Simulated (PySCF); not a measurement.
A structure optimised at PBE-D3(BJ)/def2-SVP, used in a PySCF frequency run:

```
C
H 1 1.1096
H 1 1.1140 2 107.21
C 1 1.5606 2 109.76 3 123.99
H 4 1.1069 1 116.93 2 -29.09
H 4 1.1092 5 108.82 1 127.45
C 1 1.5606 2 109.76 3 -123.99
H 7 1.1069 1 116.93 2 29.09
H 7 1.1092 8 108.82 1 -127.45
Si 4 1.9268 5 120.50 6 131.14
H 10 1.5218 4 110.76 5 29.63
```
Charge 0, spin multiplicity 2.

Write its SMILES, formula and point group.

C1C[SiH]C1, C3H7Si, Cs

What are its rotational constants (standard atomic weights)?

8.7112, 6.5977, 4.3128 GHz
